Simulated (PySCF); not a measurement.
# C2H10FNSi2

The system: C2H10FNSi2, a small molecule; neutral, singlet. The structure, one conformer, was relaxed in the gas phase by PBE0-D3(BJ)/def2-SVP. No frequency run checks that it is a minimum.

SMILES: CC(F)([SiH3])N[SiH3]

```xyz
16

C    -0.070   -0.639   -0.275
Si    0.525    0.627   -1.599
N    -0.175   -0.103    1.029
Si   -0.831    1.455    1.483
C     0.772   -1.899   -0.274
F    -1.350   -1.026   -0.764
H    -0.469    1.735   -1.709
H     0.611   -0.096   -2.900
H     1.864    1.184   -1.242
H    -0.258   -0.825    1.741
H    -2.234    1.703    1.030
H     0.030    2.543    0.931
H    -0.785    1.477    2.974
H     1.802   -1.679    0.043
H     0.333   -2.627    0.429
H     0.792   -2.363   -1.270
```
Atoms count from 1 in this order.

Shieldings: GIAO PBE0/pcSseg-1. Shifts are against computed references at the same level: C TMS (σ 184.4 ppm), H TMS (σ 31.27 ppm), Si TMS (σ 352.0 ppm). Core levels by delta-SCF with SCAN, pcX-2 on the ionised atom and pcseg-1 elsewhere, spin-free X2C (2p3/2 is the spin-free 2p value less a third of a first-order spin-orbit splitting); from the vacuum level, for chosen atoms.

Give the NMR and core-level values of the distinct atoms.


```
      atoms               bonded to  σ (ppm)  δ (ppm)  core level (eV)
         C1  1 C + 1 F + 1 N + 1 Si     85.9     98.5        1s 293.08
        Si2               1 C + 3 H    413.9    -61.9     2p3/2 106.76
         N3        1 C + 1 Si + 1 H    204.2        -        1s 404.83
        Si4               1 N + 3 H    408.1    -56.2                -
         C5               1 C + 3 H    152.6     31.8        1s 290.95
         F6                     1 C    296.5        -        1s 691.29
   H7 H8 H9                    1 Si    27.14     4.13                -
        H10                     1 N    30.01     1.26                -
H11 H12 H13                    1 Si    26.55     4.72                -
H14 H15 H16                     1 C    29.74     1.52                -
```

Values are those of this one static structure, with the three H of a rotating XH3 group averaged; atoms that internal rotation interchanges would show their mean in an NMR spectrum.

Which of C1, C5 holds its core electrons tightest, and by how much against the loosest?

C1 (bonded to 1 C + 1 F + 1 N + 1 Si), by 2.13 eV over C5 (bonded to 1 C + 3 H).

By CAM-B3LYP/def2-SVPD (TDDFT singlets, Tamm-Dancoff triplets, ionisation by delta-SCF), where does absorption start, and what does vertical ionisation take?

The lowest singlet lies at 6.67 eV (f 0.008), the strongest of the first 6 at 7.65 eV (f 0.030), the lowest triplet at 6.35 eV; vertical ionisation takes 9.74 eV.

The 3 runs behind this took 3.9 min in all, one thread each of Arm Neoverse V1 on a shared host, launched as `OMP_NUM_THREADS=1 python cluster_run.py task.json out`.
